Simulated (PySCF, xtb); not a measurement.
Ge(H)2(vinyl)2 (C4H8Ge), SMILES C=[CH][GeH2][CH]=C. Other conformers were not sampled.

Harmonic wavenumbers (cm⁻¹) from GFN2-xTB in xtb at its own minimum, in rising order: 49, 55, 132, 254, 256, 405, 477, 484, 558, 589, 668, 692, 820, 914, 914, 995, 995, 1026, 1027, 1250, 1255, 1405, 1405, 1655, 1658, 1935, 1999, 3016, 3017, 3062, 3063, 3086, 3087.

### Question
What does PBE-D3(BJ)/def2-SVP in PySCF 2.14.0 give at its own minimum? (An estimate is asked for; the answer gives what the named calculation found.)

### Answer
59, 64, 155, 258, 261, 428, 494, 498, 575, 603, 697, 739, 832, 935, 935, 972, 972, 998, 1000, 1221, 1222, 1365, 1366, 1618, 1623, 2056, 2067, 3044, 3044, 3073, 3074, 3136, 3136. Paired by order, the mean absolute difference is 29 cm⁻¹ and the zero-point energies are 60.3 and 60.8 kcal/mol.
